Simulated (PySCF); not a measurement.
# Platinum: highly charged ions in a basis for the neutral atom

Pt¹²⁺ [Kr] 4d10 4f14 5s2 5p4, Pt¹³⁺ [Kr] 4d10 4f14 5s2 5p3. Computed with PySCF 2.14 in def2-SVP with the def2 core potential (60 electrons), with a scalar-relativistic core potential. No spin-orbit coupling, so a gap to NIST mixes the basis error with missing relativistic terms.

Changed run: basis of the neutral atom used for a highly charged ion. This setting is unsound on purpose.

```csv
species,method,sound run (hartree),changed run (hartree),converged
Pt¹²⁺,UHF,not run,-75.48890,yes
Pt¹²⁺,M06-2X,not run,-75.68540,yes
Pt¹³⁺,UHF,not run,-65.78884,yes
Pt¹³⁺,M06-2X,not run,-65.91635,yes
```

Ionisation energy of Pt¹²⁺:

```tsv
method	changed run (eV)	NIST (eV)
UHF	263.95	269 ± 14
M06-2X	265.83	269 ± 14
BP86	266.06	269 ± 14
```

The contracted functions were made for the neutral atom and can be too rigid for a highly charged ion.
